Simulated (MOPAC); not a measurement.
MOPAC input (PM6):

```
PM6 PRECISE GNORM=0.05 LET XYZ GEO-OK AUX(PRECISION=9) THREADS=1
C2H3F3

C    -1.47569600 1   -0.01860800 1    0.05623400 1
C     0.02456200 1    0.00031000 1   -0.00093600 1
F     0.57561300 1   -0.14119000 1    1.22370700 1
F     0.51042000 1   -0.99733900 1   -0.77039700 1
F     0.49302700 1    1.15844000 1   -0.51348400 1
H    -1.80760300 1   -0.96697800 1    0.47425900 1
H    -1.82185600 1    0.79956700 1    0.68478500 1
H    -1.87527900 1    0.09799900 1   -0.94927600 1
```

From the output:

```
                                                       MOPAC v23.2.5 Linux

          FINAL HEAT OF FORMATION =       -176.59912 KCAL/MOL =    -738.89071 KJ/MOL

          COSMO AREA              =         99.24 SQUARE ANGSTROMS
          COSMO VOLUME            =         82.71 CUBIC ANGSTROMS

          GRADIENT NORM           =          0.03731          =       0.01319 PER ATOM
          IONIZATION POTENTIAL    =         14.128829 EV
          HOMO LUMO ENERGIES (EV) =        -14.129  1.606
          NO. OF FILLED LEVELS    =         16
          MOLECULAR WEIGHT        =         84.0409         POINT GROUP:  C3v

          MOLECULAR DIMENSIONS (Angstroms)

            Atom       Atom       Distance
            H     8    F     3     3.34596
            H     7    F     4     3.16303
            H     6    F     5     3.06588

          SCF CALCULATIONS        =         18

   ATOM   CHEMICAL          X               Y               Z
  NUMBER   SYMBOL      (ANGSTROMS)     (ANGSTROMS)     (ANGSTROMS)

     1       C         -1.50654119  *  -0.01901013  *   0.05742157  *
     2       C         -0.00317062  *  -0.00003760  *   0.00012279  *
     3       F          0.60934955  *  -0.13680042  *   1.18919041  *
     4       F          0.54589854  *  -0.97011454  *  -0.75171824  *
     5       F          0.52898268  *   1.12816210  *  -0.50165743  *
     6       H         -1.89251058  *  -0.96386402  *   0.47568871  *
     7       H         -1.90672397  *   0.79485059  *   0.68528925  *
     8       H         -1.95989753  *   0.09638853  *  -0.94154928  *

                             CARTESIAN COORDINATES

   1    C       -1.506541189    -0.019010127     0.057421570
   2    C       -0.003170624    -0.000037596     0.000122789
   3    F        0.609349552    -0.136800417     1.189190412
   4    F        0.545898538    -0.970114542    -0.751718239
   5    F        0.528982677     1.128162102    -0.501657432
   6    H       -1.892510578    -0.963864021     0.475688708
   7    H       -1.906723973     0.794850594     0.685289247
   8    H       -1.959897531     0.096388532    -0.941549282

           Empirical Formula: C2 H3 F3  =     8 atoms

      MOLECULAR POINT GROUP   :   C3v

                  EIGENVALUES
 -42.33473 -42.08161 -42.08153 -27.72754 -23.05144 -19.17879 -19.17877 -18.54589
 -16.73500 -16.73498 -16.40610 -15.51668 -15.51668 -14.46223 -14.46206 -14.12883
   1.60620   2.38551   2.38556   2.99787   4.58848   4.58875   5.55262

              NET ATOMIC CHARGES AND DIPOLE CONTRIBUTIONS

  ATOM NO.   TYPE          CHARGE      No. of ELECS.   s-Pop       p-Pop
    1          C          -0.578805        4.5788     1.09623     3.48257
    2          C           0.555820        3.4442     1.14932     2.29486
    3          F          -0.195352        7.1954     1.97095     5.22441
    4          F          -0.195355        7.1954     1.97095     5.22441
    5          F          -0.195356        7.1954     1.97095     5.22441
    6          H           0.203012        0.7970     0.79699
    7          H           0.203016        0.7970     0.79698
    8          H           0.203020        0.7970     0.79698
 DIPOLE           X         Y         Z       TOTAL
 POINT-CHG.    -3.016    -0.038     0.115     3.019
 HYBRID         0.217     0.003    -0.008     0.217
 SUM           -2.799    -0.035     0.107     2.802

          ATOMIC ORBITAL ELECTRON POPULATIONS

     Atom    s        px        py        pz
    1  C   1.09623   1.02676   1.22803   1.22778
    2  C   1.14932   0.84220   0.72626   0.72641
    3  F   1.97095   1.83046   1.96463   1.42932
    4  F   1.97095   1.85938   1.61056   1.75447
    5  F   1.97095   1.86657   1.48290   1.87494
    6  H   0.79699
    7  H   0.79698
    8  H   0.79698

 **********************
 *                    *
 * JOB ENDED NORMALLY *
 *                    *
 **********************

 == MOPAC DONE ==
```

The geometry given is a B3LYP-D3(BJ)/def2-TZVP minimum.
